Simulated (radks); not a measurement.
Values are calculated unless marked as measured or tabulated.
Initial-state core-level shifts of neutral silver when its valence configuration changes from [Kr] 4d10 5s1. Code: a radial shooting solver on a logarithmic mesh with Libxc functionals. Model: scalar-relativistic Kohn-Sham, PBE, spin-polarised, spherical densities, finite nucleus; open shells are filled with parallel spins first (spin-orbit coupling, left out, can overturn this in heavy ions); Fermi nuclear charge, rms radius 4.5454 fm. Shifts are changes of the shell-averaged eigenvalues in eV (positive: less bound); the change of the density at the nucleus, which sets a Mossbauer isomer shift, is in e/bohr^3, on a base of 1.494e+05.

valence               1s       2s       4s       4p  density at nucleus
4d9 5s1 5p1       -5.929   -6.121   -5.789   -5.631               +7.25
4d9 5s2           -4.332   -4.565   -4.173   -4.011              +25.63
4d9.5 5s1.5       -2.109   -2.218   -2.047   -1.972              +11.96
4d8 5s2 5p1      -10.749  -11.239  -10.256   -9.893              +38.54
4d8 5s1 5p2      -11.911  -12.380  -11.429  -11.058              +15.51
4d8.5 5s1.5 5p1   -8.291   -8.625   -7.996   -7.740              +22.03
4d10 5p1          -1.953   -1.891   -1.981   -1.998              -17.20
4d8.5 5s0.5 5p2   -9.652   -9.951   -9.370   -9.112               -0.52
4d9 5s1.5 5p0.5   -5.225   -5.436   -5.073   -4.914              +16.94
